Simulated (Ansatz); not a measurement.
One change: `BCBr` becomes `B[CH2][AlH2]`.

Ansatz, PBE0-D4/def2-TZVP geometries, multiplicity 1. 

Scalar relativity is left out up to krypton.

| property | `BCBr` |
| --- | --- |
| HOMO–LUMO gap (ωB97M-V/def2-TZVPP) / eV | 11.69 |
| LUMO energy (PBE/def2-TZVPP) / eV | -2.03 |
| size of the dipole moment (PBE/def2-TZVPP) / D | 1.55 |
| zero-point energy (PBE0-D4/def2-TZVP) / kJ/mol | 128.3 |
| size of the dipole moment (ωB97M-V/def2-TZVPP) / D | 1.55 |
| HOMO energy (PBE0/def2-TZVPP) / eV | -8.54 |

**Question.** What does the change do to each property? (Estimate.)

**Answer.** Computed: 
```tsv
property	`B[CH2][AlH2]`	shift
HOMO–LUMO gap (ωB97M-V/def2-TZVPP) / eV	10.16	-1.53
LUMO energy (PBE/def2-TZVPP) / eV	-2.89	-0.86
size of the dipole moment (PBE/def2-TZVPP) / D	1.33	-0.22
zero-point energy (PBE0-D4/def2-TZVP) / kJ/mol	157.4	29.1
size of the dipole moment (ωB97M-V/def2-TZVPP) / D	1.24	-0.31
HOMO energy (PBE0/def2-TZVPP) / eV	-8.32	0.22
```

With PBE0 the HOMO rises by 0.22 eV and the LUMO falls by 1.03 eV, so the gap narrows by about 1.25 eV. PBE moves the HOMO by 0.08 eV and ωB97M-V by 0.29 eV. The zero-point energy changes by 29.1 kJ/mol with +6 modes. Dipoles are sizes alone; their direction can turn.

Spin–orbit coupling is left out; it splits and shifts lone-pair levels of the heavy atoms by tenths of an eV.
